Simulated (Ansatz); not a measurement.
Born–Oppenheimer molecular dynamics of F3H3Si2 (8 atoms, charge 0, multiplicity 1). It starts from a relaxed structure.

Method: Ansatz 0.2.0, RKS r2SCAN-D4/STO-3G.

```json
{"ensemble": "NVE (velocity Verlet)", "time step": "0.5 fs", "steps asked": "166", "starting velocities drawn for": "700 K", "seed": "509404"}
```

First frame:

```xyz
8
Properties=species:S:1:pos:R:3
Si 0.000 0.000 0.004
Si 0.000 0.000 2.287
H -1.336 -0.203 2.804
H 0.844 -1.056 2.804
H 0.492 1.259 2.804
F 1.494 0.181 -0.649
F -0.903 1.203 -0.650
F -0.589 -1.384 -0.650
```

Q: What does the run give?

A: The run went to its last step.

| Item | Value |
| --- | --- |
| steps done | 166 |
| time covered | 83 fs |
| mean temperature over the second half | 290 K |
| spread of the potential energy over the second half | 5.0 meV per atom |
| mean potential energy of the second half above the start | 39.8 meV per atom |

The conserved energy stayed within 0.13 meV per atom of its start (net change 0.1 meV per atom), so the integration is sound. A run of 0.083 ps of so small a system gives no equilibrium averages. Limits of this set-up: minimal basis.

Q: What happens to the structure?

A: The same pairs are bonded in the first frame and the last. Pairs count as bonded within 1.25 times the sum of covalent radii (0.12 Å more for H–H). The details hang on the random start.

Q: How do temperature and energy run in time?

A: 
```json
{"time (fs)": "0", "T (K)": "700", "potential energy less start (eV)": "0.000", "conserved less start (meV/atom)": "0.00"}
{"time (fs)": "2.5", "T (K)": "593", "potential energy less start (eV)": "0.083", "conserved less start (meV/atom)": "0.08"}
{"time (fs)": "5", "T (K)": "479", "potential energy less start (eV)": "0.171", "conserved less start (meV/atom)": "0.06"}
{"time (fs)": "7.5", "T (K)": "365", "potential energy less start (eV)": "0.260", "conserved less start (meV/atom)": "0.10"}
{"time (fs)": "10", "T (K)": "357", "potential energy less start (eV)": "0.267", "conserved less start (meV/atom)": "0.11"}
{"time (fs)": "12.5", "T (K)": "486", "potential energy less start (eV)": "0.166", "conserved less start (meV/atom)": "0.03"}
{"time (fs)": "15", "T (K)": "525", "potential energy less start (eV)": "0.137", "conserved less start (meV/atom)": "0.07"}
{"time (fs)": "17.5", "T (K)": "506", "potential energy less start (eV)": "0.151", "conserved less start (meV/atom)": "0.02"}
{"time (fs)": "20", "T (K)": "354", "potential energy less start (eV)": "0.269", "conserved less start (meV/atom)": "0.08"}
{"time (fs)": "22.5", "T (K)": "233", "potential energy less start (eV)": "0.363", "conserved less start (meV/atom)": "0.11"}
{"time (fs)": "25", "T (K)": "248", "potential energy less start (eV)": "0.351", "conserved less start (meV/atom)": "0.06"}
{"time (fs)": "27.5", "T (K)": "272", "potential energy less start (eV)": "0.333", "conserved less start (meV/atom)": "0.10"}
{"time (fs)": "30", "T (K)": "346", "potential energy less start (eV)": "0.275", "conserved less start (meV/atom)": "0.03"}
{"time (fs)": "32.5", "T (K)": "301", "potential energy less start (eV)": "0.310", "conserved less start (meV/atom)": "0.07"}
{"time (fs)": "35", "T (K)": "240", "potential energy less start (eV)": "0.357", "conserved less start (meV/atom)": "0.09"}
{"time (fs)": "37.5", "T (K)": "227", "potential energy less start (eV)": "0.367", "conserved less start (meV/atom)": "0.05"}
{"time (fs)": "40", "T (K)": "181", "potential energy less start (eV)": "0.403", "conserved less start (meV/atom)": "0.12"}
{"time (fs)": "42.5", "T (K)": "248", "potential energy less start (eV)": "0.351", "conserved less start (meV/atom)": "0.03"}
{"time (fs)": "45", "T (K)": "239", "potential energy less start (eV)": "0.358", "conserved less start (meV/atom)": "0.07"}
{"time (fs)": "47.5", "T (K)": "233", "potential energy less start (eV)": "0.363", "conserved less start (meV/atom)": "0.08"}
{"time (fs)": "50", "T (K)": "261", "potential energy less start (eV)": "0.341", "conserved less start (meV/atom)": "0.03"}
{"time (fs)": "52.5", "T (K)": "217", "potential energy less start (eV)": "0.375", "conserved less start (meV/atom)": "0.12"}
{"time (fs)": "55", "T (K)": "301", "potential energy less start (eV)": "0.309", "conserved less start (meV/atom)": "0.04"}
{"time (fs)": "57.5", "T (K)": "324", "potential energy less start (eV)": "0.292", "conserved less start (meV/atom)": "0.06"}
{"time (fs)": "60", "T (K)": "314", "potential energy less start (eV)": "0.300", "conserved less start (meV/atom)": "0.08"}
{"time (fs)": "62.5", "T (K)": "311", "potential energy less start (eV)": "0.302", "conserved less start (meV/atom)": "0.03"}
{"time (fs)": "65", "T (K)": "228", "potential energy less start (eV)": "0.367", "conserved less start (meV/atom)": "0.12"}
{"time (fs)": "67.5", "T (K)": "273", "potential energy less start (eV)": "0.332", "conserved less start (meV/atom)": "0.05"}
{"time (fs)": "70", "T (K)": "315", "potential energy less start (eV)": "0.299", "conserved less start (meV/atom)": "0.07"}
{"time (fs)": "72.5", "T (K)": "365", "potential energy less start (eV)": "0.261", "conserved less start (meV/atom)": "0.08"}
{"time (fs)": "75", "T (K)": "414", "potential energy less start (eV)": "0.222", "conserved less start (meV/atom)": "0.02"}
{"time (fs)": "77.5", "T (K)": "327", "potential energy less start (eV)": "0.290", "conserved less start (meV/atom)": "0.09"}
{"time (fs)": "80", "T (K)": "289", "potential energy less start (eV)": "0.319", "conserved less start (meV/atom)": "0.06"}
{"time (fs)": "82.5", "T (K)": "271", "potential energy less start (eV)": "0.334", "conserved less start (meV/atom)": "0.10"}
```

Time of the run: 8.1 min on 1 thread of Intel(R) Xeon(R) Platinum 8259CL CPU @ 2.50GHz (Skylake/Cascade Lake), with other jobs on the host, peak memory 0.13 GiB.
